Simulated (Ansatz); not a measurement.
Coupled-cluster run, Cl2H4HfN2, SMILES `[NH2][Hf]([NH2])([Cl])[Cl]`.

```yaml
crystal:
  periodic: [false, false, false]
  atoms:
    - {symbol: N, position_ang: [-0.692292, 1.461458, -0.486259]}
    - {symbol: Hf, position_ang: [-0.127232, -0.096799, 0.654874]}
    - {symbol: N, position_ang: [0.898754, -1.304918, -0.577887]}
    - {symbol: Cl, position_ang: [-2.052916, -1.204124, 1.456033]}
    - {symbol: Cl, position_ang: [1.281431, 0.682881, 2.382242]}
    - {symbol: H, position_ang: [-1.230495, 2.253061, -0.159593]}
    - {symbol: H, position_ang: [-0.487697, 1.583878, -1.467190]}
    - {symbol: H, position_ang: [1.901609, -1.293576, -0.707606]}
    - {symbol: H, position_ang: [0.508838, -2.081851, -1.094633]}
basis:
  gaussian: {orbitals: def2-TZVPP}
correlation: {method: ccsd_t}
output: {orbitals: {seedname: orbitals}}
```

```sh
$ ansatz run in.yaml --threads 4 --pin off --events-out ev --progress --plain --max-ram 10444MiB
```

Output of Ansatz, abridged:

```
Functional definition: HF
1555 factors; integrals over basis functions are off by at most 1.1e-3 eV
mean field evaluation 1: about -29328.9370 eV, gradient 5.6e1 eV
mean field evaluation 2: about -29329.0666 eV, gradient 5.6e1 eV
mean field evaluation 4: about -29335.2826 eV, gradient 3.6e0 eV
mean field evaluation 8: about -29335.3493 eV, gradient 2.6e-1 eV
mean field evaluation 16: about -29335.3496 eV, gradient 1.3e-6 eV
mean field -29335.34964936 eV, -1078.0542154000 hartree, gradient 1.3e-6 eV, S^2 0.000000; 0 other end points of the search recorded, 0 dependent functions left out
12 core orbitals not correlated: weight in the atoms' cores, before any rotation towards them, 1.000 or more for the frozen orbitals, at most 0.000 for the correlated occupied ones
reference -29335.34964936 eV, -1078.0542154000 hartree; 20, 20 occupied and 226, 226 virtual orbitals, 1555 factors
second order -30.74344484 eV of doubles, -0.00000000 eV of singles
cycle   1  -30.93374135 eV  change   -1.9e-1 eV  update   1.3e-1
cycle   2  -31.56151770 eV  change   -6.3e-1 eV  update   4.6e-2
cycle   3  -31.76663779 eV  change   -2.1e-1 eV  update   2.4e-2
cycle   4  -31.75028218 eV  change    1.6e-2 eV  update   7.1e-3
cycle   5  -31.74568768 eV  change    4.6e-3 eV  update   3.0e-3
cycle   6  -31.74696893 eV  change   -1.3e-3 eV  update   9.1e-4
cycle   7  -31.74676211 eV  change    2.1e-4 eV  update   4.3e-4
cycle   8  -31.74673265 eV  change    2.9e-5 eV  update   1.2e-4
cycle   9  -31.74679845 eV  change   -6.6e-5 eV  update   5.1e-5
cycle  10  -31.74678878 eV  change    9.7e-6 eV  update   1.5e-5
perturbative correction -1.36982854 eV, -0.0503402704 hartree
Total energy: -29368.46626668 eV, -1079.2712286392 hartree
```

It took 5.1 min on 4 threads of an Arm Neoverse V2 on a shared host, with 6.4 GiB of host memory at the peak.

MP2 recovers 92.8 % of the CCSD(T) correlation energy and the triples give 4.1 %; T1 = 0.0138.
